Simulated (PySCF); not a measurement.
H5O4Si, SMILES O[Si](O)(O)[OH2+], charge +1. Atoms are numbered in the order given.

```xyz
10

O      0.4324    -0.3699     1.5911
Si     0.1998    -0.0579     0.0328
O      0.0693    -1.2607    -1.0337
O      0.8766     1.3297    -0.4191
O     -1.5688     0.3961    -0.1610
H      0.2610    -1.2147     2.0284
H      0.7982    -1.7589    -1.4266
H      1.5854     1.7615     0.0778
H     -1.8465     1.3299    -0.0995
H     -2.0719    -0.0682    -0.8587
```
Charge +1, spin multiplicity 1.

The structure is a stationary point at r2SCAN-D4/def2-SVP. Other conformers were not sampled.

All values below come from r2SCAN-D4/def2-SVP (PySCF).

Frequencies are harmonic and unscaled.

Question: List the normal modes with their intensities. (An estimate is asked for; the answer gives what the named calculation found.)

Answer: 
```json
[
 {"mode": "1", "ν (cm⁻¹)": "67", "IR (km/mol)": "44.1", "Raman (Å⁴/amu)": "2.1", "depolarisation": "0.75", "moving atoms (share of kinetic energy)": "H 63 %, O 36 %"},
 {"mode": "2", "ν (cm⁻¹)": "184", "IR (km/mol)": "138.2", "Raman (Å⁴/amu)": "0.2", "depolarisation": "0.66", "moving atoms (share of kinetic energy)": "O 53 %, H 46 %"},
 {"mode": "3", "ν (cm⁻¹)": "217", "IR (km/mol)": "10.9", "Raman (Å⁴/amu)": "0.4", "depolarisation": "0.74", "moving atoms (share of kinetic energy)": "H 61 %, O 39 %"},
 {"mode": "4", "ν (cm⁻¹)": "259", "IR (km/mol)": "41.4", "Raman (Å⁴/amu)": "0.4", "depolarisation": "0.75", "moving atoms (share of kinetic energy)": "O 49 %, H 47 %"},
 {"mode": "5", "ν (cm⁻¹)": "303", "IR (km/mol)": "4.6", "Raman (Å⁴/amu)": "2.2", "depolarisation": "0.73", "moving atoms (share of kinetic energy)": "O 50 %, H 34 %, Si 16 %"},
 {"mode": "6", "ν (cm⁻¹)": "309", "IR (km/mol)": "63.5", "Raman (Å⁴/amu)": "2.0", "depolarisation": "0.74", "moving atoms (share of kinetic energy)": "O 46 %, H 36 %, Si 18 %"},
 {"mode": "7", "ν (cm⁻¹)": "339", "IR (km/mol)": "170.4", "Raman (Å⁴/amu)": "0.5", "depolarisation": "0.63", "moving atoms (share of kinetic energy)": "O 52 %, H 40 %"},
 {"mode": "8", "ν (cm⁻¹)": "359", "IR (km/mol)": "82.3", "Raman (Å⁴/amu)": "1.8", "depolarisation": "0.75", "moving atoms (share of kinetic energy)": "H 87 %, O 12 %"},
 {"mode": "9", "ν (cm⁻¹)": "376", "IR (km/mol)": "31.0", "Raman (Å⁴/amu)": "2.2", "depolarisation": "0.73", "moving atoms (share of kinetic energy)": "H 64 %, O 22 %, Si 14 %"},
 {"mode": "10", "ν (cm⁻¹)": "448", "IR (km/mol)": "313.7", "Raman (Å⁴/amu)": "0.5", "depolarisation": "0.61", "moving atoms (share of kinetic energy)": "H 61 %, O 36 %"},
 {"mode": "11", "ν (cm⁻¹)": "571", "IR (km/mol)": "77.5", "Raman (Å⁴/amu)": "1.7", "depolarisation": "0.04", "moving atoms (share of kinetic energy)": "O 51 %, Si 32 %, H 18 %"},
 {"mode": "12", "ν (cm⁻¹)": "680", "IR (km/mol)": "68.8", "Raman (Å⁴/amu)": "3.4", "depolarisation": "0.10", "moving atoms (share of kinetic energy)": "H 70 %, O 29 %"},
 {"mode": "13", "ν (cm⁻¹)": "688", "IR (km/mol)": "328.4", "Raman (Å⁴/amu)": "0.9", "depolarisation": "0.59", "moving atoms (share of kinetic energy)": "H 79 %, O 18 %"},
 {"mode": "14", "ν (cm⁻¹)": "727", "IR (km/mol)": "190.7", "Raman (Å⁴/amu)": "4.4", "depolarisation": "0.15", "moving atoms (share of kinetic energy)": "H 64 %, O 34 %"},
 {"mode": "15", "ν (cm⁻¹)": "775", "IR (km/mol)": "49.1", "Raman (Å⁴/amu)": "1.6", "depolarisation": "0.73", "moving atoms (share of kinetic energy)": "H 75 %, O 24 %"},
 {"mode": "16", "ν (cm⁻¹)": "861", "IR (km/mol)": "72.9", "Raman (Å⁴/amu)": "7.4", "depolarisation": "0.07", "moving atoms (share of kinetic energy)": "O 67 %, H 22 %, Si 11 %"},
 {"mode": "17", "ν (cm⁻¹)": "1085", "IR (km/mol)": "196.3", "Raman (Å⁴/amu)": "1.5", "depolarisation": "0.75", "moving atoms (share of kinetic energy)": "Si 47 %, O 46 %"},
 {"mode": "18", "ν (cm⁻¹)": "1104", "IR (km/mol)": "215.6", "Raman (Å⁴/amu)": "1.2", "depolarisation": "0.67", "moving atoms (share of kinetic energy)": "Si 50 %, O 42 %, H 8 %"},
 {"mode": "19", "ν (cm⁻¹)": "1586", "IR (km/mol)": "161.2", "Raman (Å⁴/amu)": "2.8", "depolarisation": "0.68", "moving atoms (share of kinetic energy)": "H 91 %, O 9 %"},
 {"mode": "20", "ν (cm⁻¹)": "3683", "IR (km/mol)": "240.4", "Raman (Å⁴/amu)": "55.2", "depolarisation": "0.11", "moving atoms (share of kinetic energy)": "H 96 %"},
 {"mode": "21", "ν (cm⁻¹)": "3776", "IR (km/mol)": "356.7", "Raman (Å⁴/amu)": "25.9", "depolarisation": "0.73", "moving atoms (share of kinetic energy)": "H 92 %"},
 {"mode": "22", "ν (cm⁻¹)": "3859", "IR (km/mol)": "320.6", "Raman (Å⁴/amu)": "51.7", "depolarisation": "0.46", "moving atoms (share of kinetic energy)": "H 94 %"},
 {"mode": "23", "ν (cm⁻¹)": "3866", "IR (km/mol)": "234.4", "Raman (Å⁴/amu)": "66.4", "depolarisation": "0.46", "moving atoms (share of kinetic energy)": "H 94 %"},
 {"mode": "24", "ν (cm⁻¹)": "3877", "IR (km/mol)": "272.9", "Raman (Å⁴/amu)": "94.3", "depolarisation": "0.06", "moving atoms (share of kinetic energy)": "H 94 %"}
]
```
